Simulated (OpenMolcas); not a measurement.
**Multiplet structure of Sn⁺**

| Property | Result |
| --- | --- |
| Program | OpenMolcas |
| Method | SS-CASPT2, IPEA 0.25 Eh, imaginary shift 0.1 Eh (closed shells correlated: 4d 5s) |
| Basis | ANO-RCC-VTZP [7s6p4d2f1g] |
| Scalar Hamiltonian | DKH2, point nucleus |
| Active space | 1 electron in 3 orbitals (5p) |
| State averaging | 2S+1 = 2 odd, 3 roots |
| Spin-orbit coupling | RASSI with atomic mean-field integrals over the reference wave functions, term energies averaged over their components |

With spin-orbit coupling, above the lowest level:

```csv
Configuration,Term,J,E (cm-1),Measured (cm-1),Term weight %
5s2 5p,2P*,1/2,0.0,0.0,100
5s2 5p,2P*,3/2,3660,4251,100
```

Against the measured value (NIST Handbook of Basic Atomic Spectroscopic Data): 5s2 5p 2P* 3/2: computed 3660, measured 4251 cm-1 (-13.9 %).

Spin-orbit coupling puts the lowest level 2440 cm-1 below the lowest spin-free term.

With one active electron, CASPT2 adds the correlation within the correlated inactive shells and between them and that electron, and leaves the splitting within a term as the reference gives it. Measured partners are found by configuration, term and J. A level has none where our copy of the source lacks it or the pairing is in doubt (some pairs that miss far off the trend of their configuration count as doubtful), and it then counts in no deviation. Levels of configurations outside the active space are missing.

The term weight is that of the spin-free term in the level, not the purity of its configuration. * marks odd parity.
